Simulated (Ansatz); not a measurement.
Calculated with Ansatz (gas phase, PBE0-D4/def2-TZVP geometries, no zero-point term in ΔE). CCSD(T)/CBS adds triple-zeta CCSD(T) − MP2 to the extrapolated MP2 energy (def2 sets, frozen cores). This one scheme is used for every species. DFT in def2-TZVPP. B3LYP here is the variant with VWN-RPA as its local correlation; programs differ in this. One conformer a species, not always the lowest.

`C[SiH]1SS1` + `O[SiH](F)O[SiH2]F` → `CO[SiH](F)O[SiH2]F` + `[SiH2]1SS1`  (substitution at a C–Si bond)

`C[SiH]1SS1`:

```xyz
8

C     0.823    0.642    0.447
Si   -0.698   -0.136   -0.262
S    -1.151   -2.135    0.191
S    -0.519   -1.568   -1.786
H     1.140    1.487   -0.169
H     0.624    1.013    1.456
H     1.630   -0.091    0.489
H    -1.849    0.787   -0.365
```

`O[SiH](F)O[SiH2]F`:

```xyz
10

O    -0.104    2.521    0.254
Si   -0.057    1.023    0.866
F     1.354    0.741    1.545
O    -0.247   -0.088   -0.301
Si   -0.086   -1.604   -0.855
F    -0.780   -2.610    0.165
H     0.473    2.763   -0.472
H    -1.105    0.929    1.885
H     1.343   -1.970   -0.941
H    -0.793   -1.705   -2.146
```

`CO[SiH](F)O[SiH2]F`:

Cartesian coordinates in Å:
```
C 1.722 1.066 0.455
O 1.097 0.013 1.161
Si 0.399 -1.290 0.512
F -0.204 -2.107 1.726
O -0.808 -0.899 -0.501
Si -2.055 0.059 -0.893
F -1.517 1.551 -1.070
H 2.184 1.731 1.185
H 2.502 0.690 -0.215
H 0.994 1.635 -0.130
H 1.345 -2.148 -0.218
H -2.595 -0.379 -2.195
H -3.065 0.079 0.185
```

`[SiH2]1SS1`:

Z-matrix (Å, degrees):
```
Si
S 1 2.095
S 1 2.094 2 61.8
H 1 1.477 2 118.1 3 -108.6
H 1 1.477 2 118.1 3 108.6
```

| level | ΔE (kJ/mol) | difference from CCSD(T)/CBS |
| --- | --- | --- |
| PBE-D4 | 109.7 | -2.0 |
| r2SCAN-D4 | 112.3 | 0.6 |
| PBE0-D4 | 111.5 | -0.2 |
| B3LYP-D4 | 103.8 | -7.9 |
| ωB97X-V | 104.9 | -6.8 |
| ωB97M-V | 110.8 | -0.9 |
| PBE | 110.1 | -1.6 |
| B3LYP | 104.2 | -7.5 |
| HF/def2-TZVPP | 96.6 | -15.1 |
| MP2/def2-TZVPP | 118.1 | 6.4 |
| SCS-MP2/def2-TZVPP | 109.1 | -2.6 |
| CCSD/def2-TZVPP | 107.7 | -4.0 |
| CCSD(T)/def2-TZVPP | 108.9 | -2.8 |
| HF/def2-QZVPP | 96.1 | -15.6 |
| MP2/def2-QZVPP | 119.5 | 7.8 |
| MP2/CBS(def2) | 120.9 | 9.2 |
| CCSD(T)/CBS | 111.7 | 0 |

Largest T1 diagnostic among the species: 0.013.

In def2-TZVPP, CCSD(T) changes the Hartree–Fock value by +12.2 kJ/mol (the triples alone add +1.2 kJ/mol) and MP2 by +21.4 kJ/mol.
